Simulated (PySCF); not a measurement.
Ta(S)(Cl)(NH2)2 (ClH₄N₂STa), SMILES [NH2][Ta]([NH2])([Cl])=[S], multiplicity 1.

Geometry optimised at B3LYP-D3(BJ)/def2-SVP. The multiplicity is an assumed one; no other spin state was optimised. The structure was generated by enumeration; whether it is a known compound was not checked. The def2 effective core potentials stand for the cores of Ta; spin–orbit coupling is left out. One conformer was computed; it need not be the lowest.

The numbers are results of PySCF 2.14.0 with TDA-LC-ωPBE/def2-SVPD, not measurements.

Vertical excitations. Isolated molecule, no solvent. State labels are in the subgroup Cs.

Give excitation energies, oscillator strengths and character. (Estimate from the structure and the level; the computed values follow.)


| state | symmetry | energy (eV) | λ (nm) | f | main pairs |
|---|---|---|---|---|---|
| S1 | A" | 4.38 | 283 | 0.000 | HOMO→LUMO 70 %, HOMO−1→LUMO+1 22 % |
| S2 | A' | 4.65 | 267 | 0.002 | HOMO−1→LUMO 49 %, HOMO→LUMO+1 44 % |
| S3 | A" | 4.68 | 265 | 0.001 | HOMO−1→LUMO+1 69 %, HOMO→LUMO 24 % |
| S4 | A' | 5.45 | 227 | 0.043 | HOMO−3→LUMO+1 35 %, HOMO−1→LUMO 20 %, HOMO→LUMO+1 18 %, HOMO−2→LUMO 13 % |
| S5 | A" | 5.48 | 226 | 0.000 | HOMO−3→LUMO 64 %, HOMO−1→LUMO+2 20 % |
| S6 | A' | 5.50 | 225 | 0.024 | HOMO→LUMO+2 80 % |
| S7 | A" | 5.52 | 225 | 0.007 | HOMO−1→LUMO+2 57 %, HOMO−3→LUMO 27 % |
| S8 | A' | 5.67 | 219 | 0.018 | HOMO−2→LUMO 55 %, HOMO−3→LUMO+1 28 % |
| S9 | A" | 5.68 | 218 | 0.014 | HOMO−2→LUMO+1 53 %, HOMO−2→LUMO+2 13 %, HOMO−1→LUMO+2 13 %, HOMO−4→LUMO 11 % |
| S10 | A' | 5.77 | 215 | 0.038 | HOMO−3→LUMO+2 27 %, HOMO−3→LUMO+1 21 %, HOMO−2→LUMO 13 %, HOMO−1→LUMO 8 % |
| T1 | A' | 3.74 | 332 | 0 | HOMO→LUMO+1 45 %, HOMO−1→LUMO 38 % |
| T2 | A" | 4.01 | 309 | 0 | HOMO→LUMO 59 %, HOMO−1→LUMO+1 30 % |
| T3 | A' | 4.03 | 308 | 0 | HOMO−1→LUMO 46 %, HOMO→LUMO+1 41 % |
| T4 | A" | 4.39 | 282 | 0 | HOMO−1→LUMO+1 60 %, HOMO→LUMO 33 % |
Triplets are in the Tamm–Dancoff approximation.
